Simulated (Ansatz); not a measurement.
Reaction (hydrogenolysis of a B–C bond): `CB(C)[SiH2]N` + H₂ → `CB[SiH2]N` + CH₄

Gas-phase electronic energies from Ansatz, PBE0-D4/def2-TZVP geometries. CCSD(T)/CBS adds triple-zeta CCSD(T) − MP2 to the extrapolated MP2 energy (def2 sets, frozen cores). This one scheme is used for every species. DFT in def2-TZVPP. Each species was taken in one conformer, which may not be the lowest.

Question: Is it downhill or uphill in electronic energy at CCSD(T)/CBS, and by how much? (An estimate is asked.)

Answer: Ansatz gave: Downhill: ΔE = -21.7 kJ/mol.

Question: What do these levels give: B97M-V, PBE0-D4, ωB97M-V, B2PLYP, LC-ωPBE, RPA@PBE/def2-TZVPP, CCSD(T)/def2-SVP, HF/def2-TZVPP, MP2/def2-TZVPP, MP2/def2-QZVPP, MP2/CBS(def2), CCSD/CBS(def2)? (Estimate.)

Answer: The calculation gave: B97M-V -24.7, PBE0-D4 -20.0, ωB97M-V -21.4, B2PLYP -28.7, LC-ωPBE -26.7, RPA@PBE/def2-TZVPP -24.6, CCSD(T)/def2-SVP -27.5, HF/def2-TZVPP -49.3, MP2/def2-TZVPP -18.7, MP2/def2-QZVPP -17.8, MP2/CBS(def2) -17.2, CCSD/CBS(def2) -26.6 kJ/mol.

Largest T1 diagnostic among the species: 0.011.

At CCSD(T), def2-SVP lies −5.8 kJ/mol from the extrapolated value and def2-TZVPP −1.5 kJ/mol. From r2SCAN to r2SCAN0 (25 % exact exchange), in def2-TZVPP and without D4, ΔE moves by −3.2 kJ/mol.
